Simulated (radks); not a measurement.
Results of a calculation; reference values are marked as such.
Q: These are the eigenvalues of the occupied orbitals of an atom or ion with whole-number occupations (eV). Level of theory: Dirac Kohn-Sham, SOGGA, spin-unpolarised, spherical densities, finite nucleus; Fermi nuclear charge, rms radius of each element as measured or else 0.836 A^(1/3) + 0.57 fm (a radial shooting solver on a logarithmic mesh with Libxc functionals).

orbital  eigenvalue
1s1/2     -53568.57
2s1/2     -8916.145
2p1/2     -8481.552
2p3/2     -7681.843
3s1/2     -1984.316
3p1/2     -1794.425
3p3/2     -1628.370
3d3/2     -1301.343
3d5/2     -1265.070
4s1/2     -392.1790
4p1/2     -317.2535
4p3/2     -280.0836
4d3/2     -156.5868
4d5/2     -149.8562
5s1/2      -48.7887
5p1/2      -28.6428
5p3/2      -23.9454
6s1/2       -3.6807
4f5/2       -3.5604
4f7/2       -2.6829

Which element is it, and in what charge state? The configuration may be excited. Open shells, if any, are shared by 2j + 1.

A: Z = 66, dysprosium, charge 0: Dy in [Xe] 4f10 6s2. The list shows which subshells hold electrons but not how many an open one holds; the 1s level, -1968.6 hartree, gives Z - s = 62.7 by -(Z - s)^2/2, which with screening and relativity narrows Z to a few neighbours, and the depths of the outer levels then fix element, charge and occupations together.
